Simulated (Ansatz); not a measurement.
MNF3 with several metals: PBE-D4/def2-TZVP single points in Ansatz on relaxed structures, gas phase. Core potentials for Mo, W, no spin–orbit coupling. Binding counts from free atoms in the multiplicity of their measured ground term, without zero-point energy. A dash marks a value that wasn't run or was left out as unsound. The structures are stationary points that may keep the symmetry of their start. Remarks come from the PBE and PBE0 runs and from stability tests at other levels; not every state was tested. HOMO above LUMO (over both spins in singlets and doublets, within one spin in higher multiplets; at PBE or PBE0), or a gap under 0.15 eV within one spin, warns that the state may not be the lowest or that an electron is smeared out.

| species | atoms | state | geometry | HOMO (eV) | LUMO (eV) | gap (eV) | vertical IE (eV) | vertical triplet (eV) | binding per atom (eV) | point group (within 0.1 Å) | remarks |
| --- | --- | --- | --- | --- | --- | --- | --- | --- | --- | --- | --- |
| MoNF3 | 5 | singlet | PBE-D4/def2-SVP | -8.31 | -4.20 | 4.11 | 11.95 | 3.96 | 4.67 | C3v | restricted SCF unstable in HF |
| CrNF3 | 5 | singlet | PBE0-D4/def2-SVP | -8.91 | -5.52 | 3.39 | 12.65 | 3.16 | 4.03 | C3v | restricted SCF unstable in HF, gap within one spin near zero at PBE or PBE0 (+1 doublet) |

Estimate the rows for WNF3 (singlet, PBE0-D4/def2-SVP geometry).


```
species  atoms    state          geometry  HOMO (eV)  LUMO (eV)  gap (eV)  vertical IE (eV)  vertical triplet (eV)  binding per atom (eV)  point group (within 0.1 Å)                        remarks
   WNF3      5  singlet  PBE0-D4/def2-SVP      -7.85      -3.41      4.45             11.55                   4.40                      –                         C3v  restricted SCF unstable in HF
```

The gap (eV) runs from 3.39 (CrNF3) to 4.45 (WNF3). The vertical IE (eV) runs from 11.55 (WNF3) to 12.65 (CrNF3). The vertical triplet (eV) runs from 3.16 (CrNF3) to 4.40 (WNF3).
